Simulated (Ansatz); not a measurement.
Consider the ligand exchange at the Si–O bond: `[AlH2][O][SiH3]` + `BNC=C` → `BN([SiH3])C=C` + `[OH][AlH2]`.

Computed with Ansatz on PBE0-D4/def2-TZVP structures; ΔE is electronic, products minus reactants. CCSD(T)/CBS is the MP2 limit (def2-TZVPP, def2-QZVPP) plus CCSD(T) − MP2 in def2-TZVPP, frozen cores. This one scheme is used for every species. DFT in def2-TZVPP. HSE06 is defined as in plane-wave codes. One conformer a species, not always the lowest.

```csv
level,ΔE (kJ/mol),difference from CCSD(T)/CBS
HSE06-D4,75.3,1.0
CAM-B3LYP-D4,84.1,9.8
ωB97M-V,76.5,2.2
PBE,76.5,2.2
r2SCAN,81.7,7.4
r2SCANh,82.3,8.0
CCSD(T)/def2-SVP,79.8,5.5
MP2/def2-QZVPP,72.8,-1.5
MP2/CBS(def2),72.1,-2.2
CCSD/CBS(def2),78.9,4.6
CCSD(T)/CBS,74.3,0
```

Largest T1 diagnostic among the species: 0.013.

At CCSD(T), def2-SVP lies +5.5 kJ/mol from the extrapolated value and def2-TZVPP +0.6 kJ/mol. The D4 term adds −9.2 kJ/mol with B3LYP and −4.9 kJ/mol with PBE0; it sums over pairs of atoms, weighted by their polarisabilities, and B3LYP, whose exchange is more repulsive, gets the larger term. From PBE to PBE0 (25 % exact exchange), in def2-TZVPP and without D4, ΔE moves by +3.5 kJ/mol.

B3LYP here is the variant with VWN-RPA as its local correlation; programs differ in this.
